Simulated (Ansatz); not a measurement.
Ansatz (a first-principles code) input file for Al(AsH2)(F)(OH) (AlAsFH3O), SMILES [OH][Al]([F])[AsH2], PBE0-D3(BJ)/def2-SVP. 

Ansatz 0.2 input:
```yaml
crystal:
  periodic: [false, false, false]
  atoms:
    - {symbol: Al, position_ang: [0.87214708, 0.55724023, 0.03065528]}
    - {symbol: As, position_ang: [-1.18383127, -0.72120260, -0.00089123]}
    - {symbol: H, position_ang: [-0.43927204, -1.81917754, -0.78631417]}
    - {symbol: H, position_ang: [-1.58038336, 0.00607518, -1.30141791]}
    - {symbol: F, position_ang: [0.87186763, 2.21622289, -0.25062994]}
    - {symbol: O, position_ang: [2.33949838, -0.22760630, 0.43361912]}
    - {symbol: H, position_ang: [3.18537928, 0.24350962, 0.50534081]}
basis:
  gaussian:
    orbitals: def2-SVP
hamiltonian:
  xc: pbe0
  dispersion: d3bj
relax: {f_tol: 0.002, max_steps: 200}
```

Log of the run:

```
WARN ansatz: RAYON_NUM_THREADS=1 ignored (pool sized by the plan → 1); use --threads N
Functional definition: PBE0
integrals: 0.04 GiB planned
935 factors; integrals over basis functions are off by at most 3.4e-4 eV
mean field: 0.39 GiB planned
mean field evaluation 1: about -72220.1220 eV, gradient 6.0e1 eV
mean field evaluation 2: about -72205.6687 eV, gradient 1.0e2 eV
mean field evaluation 4: about -72226.1757 eV, gradient 6.5e0 eV
mean field evaluation 8: about -72226.2503 eV, gradient 5.6e-2 eV
mean field -72226.25030175 eV, -2654.2657418786 hartree, gradient 1.6e-5 eV, S^2 0.000000; 0 other end points of the search recorded, 0 dependent functions left out
the calculation of the forces begins
reference -72226.25032871 eV, -2654.2657428691 hartree; 33, 33 occupied and 60, 60 virtual orbitals, 935 factors
relax step   1: F+E_penalty+E_count = -72226.36339765 eV  Δ(F+E_penalty+E_count) = +0.000e0 eV  max|allowed force component| = 5.368e-1 eV/Å  Δτ_max = 0.0000 Å  (25 SCF iters, accepted)
these checks for a lower state are left out or cut short: starts, cluster_reference, orbital_swaps, neighbouring_geometries, increment
integrals: 0.04 GiB planned
935 factors; integrals over basis functions are off by at most 3.3e-4 eV
mean field: 0.39 GiB planned
mean field evaluation 16: about -72226.2397 eV, gradient 2.6e0 eV
mean field -72226.26208692 eV, -2654.2661749754 hartree, gradient 7.5e-6 eV, S^2 0.000000; 0 other end points of the search recorded, 0 dependent functions left out
the calculation of the forces begins
reference -72226.26211387 eV, -2654.2661759658 hartree; 33, 33 occupied and 60, 60 virtual orbitals, 935 factors
relax step   2: F+E_penalty+E_count = -72226.37546018 eV  Δ(F+E_penalty+E_count) = -1.206e-2 eV  max|allowed force component| = 2.497e-1 eV/Å  Δτ_max = 0.0334 Å  (29 SCF iters, accepted)
these checks for a lower state are left out or cut short: starts, cluster_reference, orbital_swaps, neighbouring_geometries, increment
integrals: 0.04 GiB planned
935 factors; integrals over basis functions are off by at most 3.3e-4 eV
mean field: 0.39 GiB planned
mean field -72226.26525329 eV, -2654.2662913376 hartree, gradient 7.8e-6 eV, S^2 0.000000; 0 other end points of the search recorded, 0 dependent functions left out
the calculation of the forces begins
reference -72226.26528025 eV, -2654.2662923284 hartree; 33, 33 occupied and 60, 60 virtual orbitals, 935 factors
relax step   3: F+E_penalty+E_count = -72226.37869704 eV  Δ(F+E_penalty+E_count) = -3.237e-3 eV  max|allowed force component| = 2.034e-1 eV/Å  Δτ_max = 0.0137 Å  (30 SCF iters, accepted)
these checks for a lower state are left out or cut short: starts, cluster_reference, orbital_swaps, neighbouring_geometries, increment
integrals: 0.04 GiB planned
935 factors; integrals over basis functions are off by at most 3.3e-4 eV
mean field: 0.39 GiB planned
mean field evaluation 32: about -72226.2669 eV, gradient 9.9e-2 eV
mean field -72226.26687599 eV, -2654.2663509705 hartree, gradient 7.6e-6 eV, S^2 0.000000; 0 other end points of the search recorded, 0 dependent functions left out
the calculation of the forces begins
reference -72226.26690296 eV, -2654.2663519619 hartree; 33, 33 occupied and 60, 60 virtual orbitals, 935 factors
relax step   4: F+E_penalty+E_count = -72226.38038614 eV  Δ(F+E_penalty+E_count) = -1.689e-3 eV  max|allowed force component| = 1.221e-1 eV/Å  Δτ_max = 0.0122 Å  (30 SCF iters, accepted)
these checks for a lower state are left out or cut short: starts, cluster_reference, orbital_swaps, neighbouring_geometries, increment
integrals: 0.04 GiB planned
935 factors; integrals over basis functions are off by at most 3.3e-4 eV
mean field: 0.39 GiB planned
mean field -72226.26747793 eV, -2654.2663730915 hartree, gradient 7.6e-6 eV, S^2 0.000000; 0 other end points of the search recorded, 0 dependent functions left out
the calculation of the forces begins
reference -72226.26750493 eV, -2654.2663740839 hartree; 33, 33 occupied and 60, 60 virtual orbitals, 935 factors
relax step   5: F+E_penalty+E_count = -72226.38104502 eV  Δ(F+E_penalty+E_count) = -6.589e-4 eV  max|allowed force component| = 9.937e-2 eV/Å  Δτ_max = 0.0128 Å  (30 SCF iters, accepted)
these checks for a lower state are left out or cut short: starts, cluster_reference, orbital_swaps, neighbouring_geometries, increment
integrals: 0.04 GiB planned
935 factors; integrals over basis functions are off by at most 3.3e-4 eV
mean field: 0.39 GiB planned
mean field -72226.26805449 eV, -2654.2663942795 hartree, gradient 7.2e-6 eV, S^2 0.000000; 0 other end points of the search recorded, 0 dependent functions left out
the calculation of the forces begins
reference -72226.26808157 eV, -2654.2663952748 hartree; 33, 33 occupied and 60, 60 virtual orbitals, 935 factors
relax step   6: F+E_penalty+E_count = -72226.38137925 eV  Δ(F+E_penalty+E_count) = -3.342e-4 eV  max|allowed force component| = 1.336e-1 eV/Å  Δτ_max = 0.0338 Å  (29 SCF iters, accepted)
these checks for a lower state are left out or cut short: starts, cluster_reference, orbital_swaps, neighbouring_geometries, increment
integrals: 0.04 GiB planned
935 factors; integrals over basis functions are off by at most 3.3e-4 eV
mean field: 0.39 GiB planned
mean field -72226.26873127 eV, -2654.2664191508 hartree, gradient 7.5e-6 eV, S^2 0.000000; 0 other end points of the search recorded, 0 dependent functions left out
the calculation of the forces begins
reference -72226.26875832 eV, -2654.2664201449 hartree; 33, 33 occupied and 60, 60 virtual orbitals, 935 factors
relax step   7: F+E_penalty+E_count = -72226.38213147 eV  Δ(F+E_penalty+E_count) = -7.522e-4 eV  max|allowed force component| = 4.511e-2 eV/Å  Δτ_max = 0.0289 Å  (29 SCF iters, accepted)
these checks for a lower state are left out or cut short: starts, cluster_reference, orbital_swaps, neighbouring_geometries, increment
integrals: 0.04 GiB planned
935 factors; integrals over basis functions are off by at most 3.3e-4 eV
mean field: 0.39 GiB planned
mean field evaluation 64: about -72226.2688 eV, gradient 7.5e-6 eV
mean field -72226.26881556 eV, -2654.2664222485 hartree, gradient 7.5e-6 eV, S^2 0.000000; 0 other end points of the search recorded, 0 dependent functions left out
the calculation of the forces begins
reference -72226.26884259 eV, -2654.2664232420 hartree; 33, 33 occupied and 60, 60 virtual orbitals, 935 factors
relax step   8: F+E_penalty+E_count = -72226.38227839 eV  Δ(F+E_penalty+E_count) = -1.469e-4 eV  max|allowed force component| = 5.786e-3 eV/Å  Δτ_max = 0.0110 Å  (29 SCF iters, accepted)
these checks for a lower state are left out or cut short: starts, cluster_reference, orbital_swaps, neighbouring_geometries, increment
integrals: 0.04 GiB planned
935 factors; integrals over basis functions are off by at most 3.3e-4 eV
mean field: 0.39 GiB planned
mean field -72226.26886747 eV, -2654.2664241561 hartree, gradient 7.5e-6 eV, S^2 0.000000; 0 other end points of the search recorded, 0 dependent functions left out
the calculation of the forces begins
reference -72226.26889450 eV, -2654.2664251495 hartree; 33, 33 occupied and 60, 60 virtual orbitals, 935 factors
relax step   9: F+E_penalty+E_count = -72226.38230462 eV  Δ(F+E_penalty+E_count) = -2.623e-5 eV  max|allowed force component| = 4.193e-3 eV/Å  Δτ_max = 0.0092 Å  (30 SCF iters, accepted)
these checks for a lower state are left out or cut short: starts, cluster_reference, orbital_swaps, neighbouring_geometries, increment
integrals: 0.04 GiB planned
935 factors; integrals over basis functions are off by at most 3.3e-4 eV
mean field: 0.39 GiB planned
mean field -72226.26887486 eV, -2654.2664244279 hartree, gradient 2.9e-5 eV, S^2 0.000000; 0 other end points of the search recorded, 0 dependent functions left out
the calculation of the forces begins
reference -72226.26890190 eV, -2654.2664254214 hartree; 33, 33 occupied and 60, 60 virtual orbitals, 935 factors
relax step  10: F+E_penalty+E_count = -72226.38230930 eV  Δ(F+E_penalty+E_count) = -4.678e-6 eV  max|allowed force component| = 1.299e-3 eV/Å  Δτ_max = 0.0018 Å  (20 SCF iters, accepted)
integrals: 0.04 GiB planned
935 factors; integrals over basis functions are off by at most 3.3e-4 eV
mean field: 0.39 GiB planned
mean field -72226.26887486 eV, -2654.2664244279 hartree, gradient 2.9e-5 eV, S^2 0.000000; 1 other end points of the search recorded, 0 dependent functions left out
the calculation of the forces begins
reference -72226.26890190 eV, -2654.2664254214 hartree; 33, 33 occupied and 60, 60 virtual orbitals, 935 factors
Total energy: -72226.38233633 eV, -2654.2705940600 hartree
Atom 0 at     0.875459     0.558111     0.029850 Å, force    -0.001020     0.001299    -0.000418 eV/Å
Atom 1 at    -1.164422    -0.711487    -0.016335 Å, force     0.000200    -0.000560    -0.000076 eV/Å
Atom 2 at    -0.450432    -1.821538    -0.781429 Å, force    -0.000007     0.000222     0.000189 eV/Å
Atom 3 at    -1.584713     0.002805    -1.297620 Å, force    -0.000051     0.000012    -0.000024 eV/Å
Atom 4 at     0.861537     2.202517    -0.245101 Å, force     0.000175    -0.000339     0.000095 eV/Å
Atom 5 at     2.336460    -0.200065     0.426061 Å, force     0.000573    -0.000293     0.000233 eV/Å
Atom 6 at     3.191517     0.224717     0.514936 Å, force     0.000130    -0.000341     0.000002 eV/Å
Dipole moment:     0.200267    -0.079154    -0.048808 e Å
```

The calculation finished and met its thresholds.

Cost: around 40 core-seconds (rough).
